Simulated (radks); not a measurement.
Q: Ca9+, configuration [Ne] 3s1. Calculated with a radial shooting solver on a logarithmic mesh with Libxc functionals: Dirac Kohn-Sham, PBE, spin-unpolarised, spherical densities, finite nucleus; Fermi nuclear charge, rms radius 3.4776 fm. Some entries of the table are withheld. Estimate them.

| orbital | occ. | eigenvalue (Ry) | <r> (bohr) |
|---|---|---|---|
| 1s1/2 | 2 | -305.4021 | 0.07680 |
| 2s1/2 | 2 | (1) | 0.3600 |
| 2p1/2 | 2 | -39.04096 | 0.3208 |
| 2p3/2 | 4 | -38.76151 | 0.3232 |
| 3s1/2 | 1 | -14.73386 | 0.9766 |
| 3p1/2 | 0 | -13.18748 | (2) |
| 3p3/2 | 0 | -13.13714 | (3) |
| 4s1/2 | 0 | (4) | 1.907 |

A: 
(1) 2s1/2 eigenvalue (Ry): -44.58207
(2) 3p1/2 <r> (bohr): 0.9880
(3) 3p3/2 <r> (bohr): 0.9919
(4) 4s1/2 eigenvalue (Ry): -7.23946
